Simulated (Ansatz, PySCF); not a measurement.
AlFH₄O₂SSi, SMILES [OH][Al]([OH])[S][SiH2]F. Atoms are numbered in the order given.

```xyz
10

Si    -1.6569    -0.5285     0.3940
F     -0.4683    -0.7904    -0.8515
S     -0.3972     0.4672     1.7194
Al     1.1104    -0.0405     0.0634
O      1.7203     1.2197    -0.9059
O      2.0662    -1.4115     0.3797
H     -2.1230    -1.8916     0.7390
H     -2.7220     0.2458    -0.2872
H      1.4081     2.1275    -0.9188
H      2.9317    -1.5492    -0.0149
```

Coordinates come from a B3LYP-D3(BJ)/def2-SVP optimisation. The structure was generated by enumeration; whether it is a known compound was not checked. Other conformers were not sampled.

Two levels are set side by side: PBE-D3(BJ)/def2-SVP (Ansatz, a quantum-chemistry and plane-wave program) and B3LYP-D3(BJ)/def2-SVP (Ansatz). Each level has its own optimised geometry; the coordinates shown are those of the second. Frequencies come from the Hessian of PySCF at each geometry. Differences are taken from unrounded values.

```tsv
quantity	B3LYP-D3(BJ)	PBE-D3(BJ)	PBE-D3(BJ) minus B3LYP-D3(BJ)
mean bond length (Å)	1.638	1.650	0.012
bond Si1–F2 (Å)	1.741	1.754	0.012
bond Si1–S3 (Å)	2.082	2.088	0.005
bond F2–Al4 (Å)	1.973	1.991	0.018
bond S3–Al4 (Å)	2.296	2.301	0.004
bond Al4–O5 (Å)	1.703	1.718	0.015
bond Al4–O6 (Å)	1.701	1.715	0.014
bond Si1–H7 (Å)	1.481	1.496	0.015
bond Si1–H8 (Å)	1.483	1.497	0.015
bond O5–H9 (Å)	0.960	0.969	0.009
bond O6–H10 (Å)	0.961	0.970	0.009
highest harmonic wavenumber (cm⁻¹)	3941	3827	-114
mean harmonic wavenumber (cm⁻¹)	917	891	-27
zero-point energy (kcal/mol)	31.47	30.55	-0.91
```

GGA bonds tend to be longer and softer than those of functionals with exact exchange. Differences between two approximate levels are no errors against the true value.
